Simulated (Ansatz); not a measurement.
Two members of one family (Series [GaH3X]-), computed with Ansatz in the gas phase. A dash marks a value that wasn't run or was left out as unsound. The structures are stationary points that may keep the symmetry of their start. Remarks come from the PBE and PBE0 runs and from stability tests at other levels; not every state was tested. HOMO above LUMO (over both spins in singlets and doublets, within one spin in higher multiplets; at PBE or PBE0), or a gap under 0.15 eV within one spin, warns that the state may not be the lowest or that an electron is smeared out.

First: [GaClH3]- (singlet, charge -1, PBE-D4/def2-TZVPD geometry).

Cartesian coordinates in Å:
```
Ga -0.132 0.157 -0.063
Cl 1.302 -1.554 0.623
H 0.285 0.469 -1.589
H 0.161 1.382 0.945
H -1.617 -0.454 0.084
```

```json
{"level": "PBE-D4/def2-TZVPD", "HOMO (eV)": "-1.42", "vertical IE (eV)": "–"}
{"level": "revPBE-D4/def2-TZVPD", "HOMO (eV)": "-1.38", "vertical IE (eV)": "–"}
{"level": "r2SCAN-D4/def2-TZVPD", "HOMO (eV)": "-1.71", "vertical IE (eV)": "4.53"}
{"level": "PBE0-D4/def2-SVPD", "HOMO (eV)": "-2.66", "vertical IE (eV)": "–"}
{"level": "PBE0-D4/def2-TZVPD", "HOMO (eV)": "-2.66", "vertical IE (eV)": "4.72"}
```

Remarks: gap within one spin near zero at PBE or PBE0 (neutral doublet), HOMO above LUMO (neutral doublet).

Second: [Ga(CN)H3]- (singlet, charge -1, PBE-D4/def2-TZVPD geometry).

```xyz
6

Ga    0.251   -0.585   -0.141
C    -0.536    1.246    0.302
N    -0.988    2.298    0.551
H     0.545   -0.575   -1.724
H    -0.868   -1.666    0.275
H     1.595   -0.718    0.737
```

Q: Estimate how these quantities change from the first to the second (second minus first).

A: 
```
               level  Δ HOMO (eV)  Δ vertical IE (eV)
   PBE-D4/def2-TZVPD        -0.52                   –
revPBE-D4/def2-TZVPD        -0.51                   –
r2SCAN-D4/def2-TZVPD        -0.52                0.55
   PBE0-D4/def2-SVPD        -0.44                   –
  PBE0-D4/def2-TZVPD        -0.48                0.55
```

Remarks: gap within one spin near zero at PBE or PBE0 (neutral doublet), HOMO above LUMO (neutral doublet).
